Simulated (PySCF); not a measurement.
## Which determinant of NaAs lies lowest?

Unrestricted PBE0; basis Na def2-SVP, As def2-SVP; no relativity; PySCF 2.14. Outer shells of the fragments: Na 3s1; As 3d10 4s2 4p3.

Followed along the bond (rough minima from three points):

```csv
2Ms+1,unpaired,⟨S²⟩ at the start,R at minimum (Å),Te (eV)
3,π ↑↑,2.03,2.76,0.00
1,π ↑↓,1.01,2.74,0.36
1,none,0.00,2.73,1.40
3,"σ ↑, π ↑",2.00,none in the scan,≤ 0.82
1,"σ ↓, π ↑",1.01,none in the scan,≤ 1.15
```

Solutions found at the starting distance of 2.750 Å, counted from the lowest of them; the search is not exhaustive and high or unbound solutions are not listed, so other states can lie among these:

```
2Ms+1    unpaired   term  E (eV)  ⟨S²⟩  ⟨Lz²⟩  μ (D)
    3        π ↑↑    ³Σ⁻    0.00  2.03   0.00  -6.70
    1        π ↑↓  mixed    0.36  1.01   2.01  -6.93
    3    σ ↑, π ↑     ³Π    0.84  2.00   1.01  -8.12
    1    σ ↓, π ↑  mixed    1.16  1.01   1.01  -7.96
    1        none  mixed    1.40  0.00   2.00  -6.82
    5  σ ↑↑, π ↑↑    ⁵Σ⁻    1.75  6.00   0.00   3.58
    3  σ ↑↑, π ↑↓  mixed    2.51  3.01   2.01   3.69
    1  σ ↓↓, π ↑↑  mixed    2.53  2.01   0.00   3.80
    3    σ ↑, π ↑     ³Π    3.21  2.00   1.00   3.95
    1    σ ↓, π ↑  mixed    3.24  1.00   1.00   4.09
```

A term symbol is given only where ⟨S²⟩ and ⟨Lz²⟩ are close to those of a pure state; real π, δ and φ orbitals otherwise mix terms. A positive dipole means Na(−)As(+).

Spin–orbit coupling is left out. Counting both spins, an empty level lies below a filled one in some of these solutions, because spin and occupation are held.
